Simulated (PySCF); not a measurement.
**Nuclear quadrupole coupling in `C#C[Si@@H]1[SiH2]OC=C1OC`**

Compound: C5H8O2Si2.
Cartesian coordinates in Å at the GFN2-xTB level; atoms count from 1:
```xyz
17
C5H8O2Si2 angstrom
C      2.7515    2.2588    0.9559
C      2.1180    1.2423    1.0683
Si     1.1501   -0.3273    1.2283
Si     1.5675   -1.9672   -0.3486
O      0.0891   -1.7981   -1.0602
C     -0.8185   -0.8855   -0.6068
C     -0.5612   -0.0903    0.4344
O     -1.4045    0.8448    0.9674
C     -2.6622    1.0113    0.3618
H      3.3020    3.1510    0.8610
H      1.0197   -0.6337    2.6595
H      1.6205   -3.3663    0.0776
H      2.5320   -1.7261   -1.4204
H     -1.7303   -0.9042   -1.1882
H     -3.1681    1.7923    0.9271
H     -3.2497    0.0877    0.4060
H     -2.5629    1.3226   -0.6836
```

Field gradients from the PBE0/pcSseg-1 density (PySCF, non-relativistic), principal values in atomic units, ordered |Vxx| ≤ |Vyy| ≤ |Vzz|:

| atom | Vxx | Vyy | Vzz |
| --- | --- | --- | --- |
| O5 | -0.5434 | -1.1274 | 1.6709 |
| O8 | -0.2518 | -1.7469 | 1.9987 |

**Question.** Find the asymmetry η = (Vxx − Vyy)/Vzz and the couplings χ = eQV/h (234.96 MHz × Q in barn × V in au), with Q(17O) = −0.0256 b.

**Answer.** 
| atom | environment | nucleus | η | χzz (MHz) | χxx (MHz) | χyy (MHz) |
| --- | --- | --- | --- | --- | --- | --- |
| O5 | silyl ether oxygen | 17O | 0.35 | -10.05 | 3.27 | 6.78 |
| O8 | ether oxygen | 17O | 0.75 | -12.02 | 1.51 | 10.51 |

The tensor is traceless: Vxx + Vyy + Vzz = 0.

**Question.** What is Vzz at O5 in SI units (1 au = 9.71736 × 10²¹ V/m²)?

**Answer.** 1.6709 au = 16.236 × 10²¹ V/m².

**Question.** What couplings would deuterons (Q(2H) = 0.00286 b) have in place of the hydrogens, at this geometry?

**Answer.** 
```tsv
atom	bonded to	bond length (Å)	Vzz (au)	η	χzz (kHz)
H10	C1	1.053	0.3865	0.00	260
H11	Si3	1.469	0.1585	0.02	107
H12	Si4	1.464	0.1602	0.02	108
H13	Si4	1.462	0.1614	0.03	108
H14	C6	1.081	0.3226	0.11	217
H15	C9	1.089	0.3048	0.07	205
H16	C9	1.095	0.2909	0.07	196
H17	C9	1.095	0.2912	0.07	196
```

One conformer (not necessarily the lowest) at the GFN2-xTB geometry, without solvent, vibrations or thermal averaging. GFN2-xTB bond lengths can be off by several hundredths of an ångström, more for odd bonds, and the gradients follow them. With so small a basis the couplings can be 20 % off.
